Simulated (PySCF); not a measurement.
C₄H₆O₄S.
Cartesian coordinates in Å at the PBE0-D3(BJ)/def2-SVP level; atoms count from 1:
```xyz
15
C4H6O4S angstrom
C      2.2325    0.0019   -0.0603
C      1.6117    0.1988    1.0993
O      0.3024    0.5706    1.2590
C     -0.5119    0.5393    0.1893
C     -1.1016    1.6039   -0.3448
S     -0.8406   -1.1125   -0.4835
O     -0.4223   -2.0857    0.5034
O     -0.4264   -1.1527   -1.8662
O     -2.4627   -1.1221   -0.5345
H      1.7340    0.1008   -1.0277
H      3.2798   -0.3002   -0.0504
H      2.0877    0.0945    2.0755
H     -0.8847    2.5999    0.0460
H     -1.8180    1.4883   -1.1589
H     -2.7838   -1.4173    0.3320
```

Linear response at CAM-B3LYP/def2-SVPD (PySCF, frozen core in the response, non-relativistic).

Static isotropic polarisability: 82.25 au (12.19 Å³), principal values 75.1, 79.4, 92.3 au.

**Question.** What is the polarisability at 1064 nm and at the sodium D line?

**Answer.** 83.00 au at 1064 nm (+0.9 %), 84.78 au at 589.3 nm (+3.1 %). The rise at 589.3 nm is 3.40 times that at 1064 nm; a pure ω² law gives 3.26. The lowest singlet lies at 231 nm, shorter than both wavelengths.

**Question.** What is the isotropic C6 coefficient between two such molecules, C6 = (3/π)∫α(iω)² dω?

**Answer.** 2915 au (Eh·bohr⁶) by a ten-point quadrature over imaginary frequencies, which is 1740 eV·Å⁶ or 168 J·nm⁶/mol.

**Question.** Which effective excitation energy ω̄ makes London's formula C6 = (3/4)α²ω̄ exact here?

**Answer.** ω̄ = 4·C6/(3α²) = 0.575 Eh = 15.6 eV. A one-pole form α(ω) = α/(1 − ω²/ω̄²) fitted to the 1064 nm value gives 12.3 eV.

**Question.** What does −C6/R⁶ come to at R = 12 Å between centres?

**Answer.** -56 J/mol. This is the leading, orientation-averaged term; C8 and higher terms are left out.

**Question.** How anisotropic is the static polarisability, by Δα² = ½[(α1 − α2)² + (α2 − α3)² + (α3 − α1)²]?

**Answer.** Δα = 15.5 au, or 0.19 of the isotropic value.

**Question.** The lowest 6 singlets have (eV, f): 5.37, 0.035; 6.64, 0.266; 6.98, 0.172; 7.00, 0.024; 7.23, 0.008; 7.46, 0.010. What share of the static polarisability do they carry in the sum over states α = Σ f/ω²?

**Answer.** 8.61 au, 10.5 % of α; the largest term, 4.48 au, is that of the state at 6.64 eV. Their oscillator strengths add up to 0.52. Higher states carry the rest.

**Question.** What molar refraction at the D line follows from R = (4π/3)·N_A·α′, with α′ the polarisability volume?

**Answer.** α′ = 12.56 Å³ gives R = 31.69 cm³/mol, for isolated, non-vibrating species.

**Question.** What n − 1 at the D line would an ideal gas of it have at 273.15 K and 1 atm (2.6868 × 10¹⁹ cm⁻³), by n − 1 = 2π·N·α′?

**Answer.** 21.21 × 10⁻⁴, a formal value whether or not that pressure can be reached.

Rough CPU time on one thread of a shared machine: about 3 min (grids of density and orbitals included). This is the whole response run at CAM-B3LYP/def2-SVPD, SCF included.

One conformer stands for the species.
